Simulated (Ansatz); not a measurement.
Consider the substitution at a C–In bond: `[CH3][InH][Br]` + `CC(O)S` → `COC(C)S` + `[Br][InH2]`.

Program: Ansatz. Geometries: PBE0-D4/def2-TZVP. ΔE: electronic, gas phase. CBS: MP2 limit from def2 TZ/QZ plus the TZ coupled-cluster correction, frozen cores. Functionals use def2-TZVPP. B3LYP here is the variant with VWN-RPA as its local correlation; programs differ in this. Elements past krypton have def2 core potentials. For Br, In outer-core shells are correlated without core-valence functions, which leaves a few kJ/mol of doubt a bond. Scalar relativity is left out up to krypton. One conformer a species, not always the lowest.

Task: Is it downhill or uphill in electronic energy at CCSD(T)/CBS, and by how much? (An estimate is asked.)

Result: Ansatz gave: Uphill: ΔE = +15.0 kcal/mol.

Task: What do these levels give: r2SCAN-D4, B97M-V, r2SCAN0-D4, BHLYP-D4, CAM-B3LYP-D4, PBE-QIDH, BLYP, B3LYP, r2SCAN0, RPA@PBE/def2-TZVPP, HF/def2-TZVPP, CCSD/CBS(def2)? (An estimate is asked.)

Result: Computed: r2SCAN-D4 12.6, B97M-V 10.2, r2SCAN0-D4 12.9, BHLYP-D4 11.9, CAM-B3LYP-D4 11.5, PBE-QIDH 14.0, BLYP 12.7, B3LYP 12.7, r2SCAN0 13.1, RPA@PBE/def2-TZVPP 12.7, HF/def2-TZVPP 10.8, CCSD/CBS(def2) 14.9 kcal/mol.

Largest T1 diagnostic among the species: 0.012.

At CCSD(T), def2-SVP lies −6.7 kcal/mol from the extrapolated value and def2-TZVPP −1.0 kcal/mol. In def2-TZVPP, CCSD(T) changes the Hartree–Fock value by +3.1 kcal/mol (the triples alone add +0.1 kcal/mol) and MP2 by +5.2 kcal/mol.
